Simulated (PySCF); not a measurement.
Compound: C4H8NSi2 (doublet state).
Atom-mapped SMILES: `[H]/[C:1]=[CH:2]\[Si@H:3]([NH2:4])[SiH2:5][C:6]#[CH:7]` (hydrogens: H8 on C1; H9 on C2; H10 on Si3; H11, H12 on N4; H13, H14 on Si5; H15 on C7)

Structure used (GFN2-xTB), in Å, numbered top down from 1:
```xyz
15
C4H8NSi2 angstrom
C      0.163    2.519   -1.794
C      0.499    1.556   -1.012
Si    -0.381   -0.188   -1.020
N     -1.987   -0.135   -0.380
Si     0.827   -1.655    0.295
C      0.976   -0.937    1.997
C      1.043   -0.428    3.085
H     -0.553    2.623   -2.583
H      1.276    1.666   -0.267
H     -0.607   -0.553   -2.426
H     -2.691    0.402   -0.861
H     -2.115   -0.037    0.615
H      0.231   -2.985    0.475
H      2.203   -1.844   -0.189
H      1.111    0.005    4.042
```

The hyperfine couplings belong to this conformer and change with its torsions.

Computed with UKS B3LYP, pcH-1 on C H N Si, non-relativistic, mean-field spin-orbit, GIAO in PySCF. One conformer (not necessarily the lowest) at the GFN2-xTB geometry, without solvent, vibrations or thermal averaging. The geometry wasn't refined by DFT: couplings that depend on bond lengths, twists or pyramidal angles can differ widely from those at the functional's own minimum. Stability of the SCF solution: not tested.

(1) Where do the isotropic ENDOR lines of N4, H9, H8, H13, H14, H11/H12 and H10 fall at 345.2 mT, to first order?

(2) Which pairs are centred on the nuclear Larmor frequency, and which on half the coupling?

(3) At what field would the lower line of H13 fall to zero frequency?

Results:

(1) For S = 1/2 in fast tumbling each set of equivalent nuclei gives two lines, ν± = |νn ± a/2| to first order, with νn = g_N μN B/h and μN/h = 7.62259 MHz/T.

```tsv
nuclei	isotope	g_N	νn (MHz)	a_iso (MHz)	lower line (MHz)	upper line (MHz)
N4	14N	0.4038	1.06	0.53	0.80	1.33
H9	1H	5.5857	14.70	146.85	58.73	88.12
H8	1H	5.5857	14.70	67.49	19.05	48.44
H13	1H	5.5857	14.70	9.39	10.00	19.40
H14	1H	5.5857	14.70	-0.96	14.22	15.18
H11/H12	1H	5.5857	14.70	-0.90	14.25	15.15
H10	1H	5.5857	14.70	-0.79	14.30	15.09
```

(2) Centred on νn, since |a| < 2νn: N4, H13, H14, H11/H12 and H10. Centred on |a|/2 and split by 2νn: H9 and H8.

(3) Where νn = |a|/2, that is B = 4.70 MHz/(5.5857 × 7.62259 MHz/T) = 110 mT, as far as first order holds there.

Class means assume fast exchange of nuclei equivalent by connectivity; if that motion is slow, each nucleus keeps its own coupling.

Largest spin populations (Mulliken): C1 (+0.94), C2 (-0.15) and Si3 (+0.09). C1 is the only atom above +0.15.
